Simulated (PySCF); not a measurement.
Vertical excitations of a molecule C₂H₈BNO₂ from PySCF 2.14.0 with TDA-ωB97X/def2-SVPD, as energy in eV (oscillator strength): 7.39 (0.042), 7.47 (0.002), 8.14 (0.005), 8.41 (0.047), 8.45 (0.038), 8.65 (0.042), 8.89 (0.011), 8.97 (0.022), 9.00 (0.337), 9.01 (0.014). Lowest triplet (TDA): 7.26 eV. Geometry: B3LYP-D3(BJ)/def2-SVP. The values are those of a single conformer.

Q: Which molecule gave these data?
A) CCOB(N)O
B) CCNB(O)O
C) CN(C)B(O)O
D) COCB(N)O

A: D, COCB(N)O
